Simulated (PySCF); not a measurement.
C3H6GeO. Atoms are numbered in the order given.

```xyz
11

O     -2.5331     0.3432     0.0000
C     -1.4107    -0.0911     0.0000
C     -0.4955    -0.3089    -1.2151
Ge     1.0428     0.0949     0.0000
C     -0.4955    -0.3089     1.2151
H     -0.7606     0.2836    -2.1004
H     -0.4526    -1.3776    -1.4860
H      2.2169    -0.8979     0.0000
H      1.5131     1.5580     0.0000
H     -0.4526    -1.3776     1.4860
H     -0.7606     0.2836     2.1004
```

The structure is a stationary point at B3LYP-D3(BJ)/def2-SVP. The structure was generated by enumeration, and PubChem lists no compound with its InChIKey, so it may never have been made.

Computed with TDA-PBE/def2-SVPD (PySCF 2.14.0).

Vertical excitations. Isolated molecule, no solvent. State labels are in the subgroup Cs.

```
state  symmetry  energy (eV)  λ (nm)      f                          main pairs
-----  --------  -----------  ------  -----  ----------------------------------
S1           A"         4.07     305  0.000                     HOMO→LUMO 100 %
S2           A'         5.24     236  0.036                    HOMO→LUMO+1 93 %
S3           A"         5.44     228  0.015                    HOMO→LUMO+2 98 %
S4           A"         5.57     222  0.000                    HOMO−1→LUMO 88 %
S5           A"         5.64     220  0.000                    HOMO→LUMO+3 89 %
S6           A"         6.38     194  0.039                    HOMO→LUMO+4 99 %
S7           A'         6.52     190  0.094                    HOMO−2→LUMO 79 %
S8           A'         6.72     184  0.004                    HOMO−3→LUMO 88 %
S9           A"         6.82     182  0.006                   HOMO→LUMO+5 100 %
S10          A"         7.07     175  0.001                  HOMO−1→LUMO+2 90 %
T1           A"         3.57     347      0                     HOMO→LUMO 100 %
T2           A'         4.86     255      0                    HOMO→LUMO+1 99 %
T3           A"         5.33     232      0  HOMO−1→LUMO 64 %, HOMO→LUMO+2 35 %
T4           A"         5.37     231      0  HOMO→LUMO+2 64 %, HOMO−1→LUMO 36 %
```
Triplets are in the Tamm–Dancoff approximation.
